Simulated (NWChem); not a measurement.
Species: SiHCl, singlet; SMILES [SiH]Cl

```xyz
3

Si    -0.1084    -1.1138     0.0000
H      1.4108    -1.3140     0.0000
Cl    -0.0105     0.9944     0.0000
```
Atoms are numbered in this order, from 1.

Program: NWChem. Geometry optimised at B3LYP/6-31G*; all other runs use it. Pople sets run with spherical d functions. Low-valent species are run as closed-shell singlets; no triplet was tried in these runs.

```
quantity                                                              level   value
-----------------------------------------------------  --------------------  ------
anisotropy (bohr³), static                                CAM-B3LYP/6-31+G*    21.0
−ε(HOMO) (eV)                                                M06-2X/6-31+G*    8.19
dipole in solution (D) in anisole                      M05-2X/def2-SVP, SMD    1.54
first state with f > 0.002 (eV), Si K edge, unshifted    PBE/def2-TZVP, TDA  1777.5
dipole (D)                                                     B3LYP/6-31G*    1.45
highest harmonic frequency (cm⁻¹)                              B3LYP/6-31G*    2033
```
